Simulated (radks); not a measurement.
Pt2+, configuration [Xe] 4f14 5d8. Method: Dirac Kohn-Sham, BLYP, spin-unpolarised, spherical densities, point nucleus; open shells fill j = l - 1/2 first; computed with a radial shooting solver on a logarithmic mesh with Libxc functionals. Some entries of the table are withheld. Estimate them.

| orbital | occ. | eigenvalue (eV) | r(max) (bohr) | <r^2> (bohr^2) |
|---|---|---|---|---|
| 1s1/2 | 2 | -78343.01 | 0.01061 | (1) |
| 2s1/2 | 2 | -13769.04 | 0.06141 | 0.006142 |
| 2p1/2 | 2 | -13196.37 | 0.04531 | 0.004355 |
| 2p3/2 | 4 | -11466.62 | 0.05258 | 0.005546 |
| 3s1/2 | 2 | -3249.554 | 0.1728 | 0.03993 |
| 3p1/2 | 2 | -2992.859 | 0.1614 | 0.03646 |
| 3p3/2 | 4 | -2612.635 | 0.1762 | 0.04292 |
| 3d3/2 | 4 | -2185.798 | (2) | 0.03298 |
| 3d5/2 | 6 | -2103.857 | (3) | 0.03474 |
| 4s1/2 | 2 | -714.2626 | 0.3903 | 0.1945 |
| 4p1/2 | 2 | -605.4347 | 0.3888 | 0.1989 |
| 4p3/2 | 4 | -514.8400 | 0.4194 | 0.2322 |
| 4d3/2 | 4 | (4) | 0.4129 | 0.2468 |
| 4d5/2 | 6 | (5) | 0.4224 | 0.2587 |
| 5s1/2 | 2 | -122.2792 | 0.8694 | 1.017 |
| 4f5/2 | 6 | -92.4778 | (6) | 0.3201 |
| 4f7/2 | 8 | -89.0230 | (7) | 0.3294 |
| 5p1/2 | 2 | -87.5188 | 0.9211 | 1.204 |
| 5p3/2 | 4 | -72.4512 | 1.002 | 1.445 |
| 5d3/2 | 4 | -26.5680 | 1.225 | 2.758 |
| 5d5/2 | 4 | -25.0729 | 1.264 | 2.967 |

Answer. 
(1) 1s1/2 <r^2> (bohr^2): 0.0004059
(2) 3d3/2 r(max) (bohr): 0.1374
(3) 3d5/2 r(max) (bohr): 0.1415
(4) 4d3/2 eigenvalue (eV): -336.7786
(5) 4d5/2 eigenvalue (eV): -319.9377
(6) 4f5/2 r(max) (bohr): 0.3826
(7) 4f7/2 r(max) (bohr): 0.3872
